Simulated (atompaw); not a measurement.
Ranking PAW (atompaw) potentials for Ni

All share these settings but for the change named:

| Quantity | Value |
| --- | --- |
| Element | Ni |
| Generator | atompaw 4.2.0.5 |
| Type | PAW |
| Functional | LDA (PW92) |
| Relativity | scalar-relativistic |
| Frozen core | [Ne] |
| Valence charge | 18 |
| Reference configuration | 3s2 3p6 3d8 4s0 4p0 (charge +2) |
| Partial waves | 3s (bound): rc 1.00 bohr; 4s (bound, empty): rc 1.15 bohr; 3p (bound): rc 0.80 bohr; 4p (bound, empty): rc 1.15 bohr; 3d (bound): rc 1.75 bohr; 3d channel at 0.8 Ry: rc 1.75 bohr |
| Local potential | bessel scheme, radius 1.45 bohr |
| Core correction | smooth core density matched at 1.55 bohr |
| Augmentation charge | sinc compensation charge, radius 1.40 bohr; PAW radius 1.75 bohr; waves and projectors: custom rrkj gramschmidtortho |

Cutoff: the first of the cutoffs (Ry, on a coarse ladder) from which the occupation-weighted sum of valence levels, in a spherical-Bessel basis at the reference potential, stays within 10 and 1 mRy of its value at 400 Ry; the density cutoff is not measured.

The base gives 120 Ry.

Of 7 variants that were run, those that failed, showed a ghost or another fault, or gave nearly equal values are left out.

(1) Rank these variants from softest to hardest (loose cutoff).
A. all radii scaled by about 1.10 (s 1.10, p 0.88, d 1.94 bohr); local potential bessel scheme, radius 1.60 bohr; augmentation sinc compensation charge, radius 1.54 bohr; PAW radius 1.94 bohr; waves and projectors: custom rrkj gramschmidtortho; core correction smooth core density matched at 1.72 bohr
B. all radii scaled by about 1.28 (s 1.28, p 1.02, d 2.24 bohr); local potential bessel scheme, radius 1.86 bohr; augmentation sinc compensation charge, radius 1.78 bohr; PAW radius 2.24 bohr; waves and projectors: custom rrkj gramschmidtortho; core correction smooth core density matched at 1.98 bohr
C. all radii scaled by about 0.81 (s 0.80, p 0.64, d 1.42 bohr); local potential bessel scheme, radius 1.18 bohr; augmentation sinc compensation charge, radius 1.14 bohr; PAW radius 1.42 bohr; waves and projectors: custom rrkj gramschmidtortho; core correction smooth core density matched at 1.26 bohr

Answers

(1) B (80 Ry), A (100 Ry), C (180 Ry).
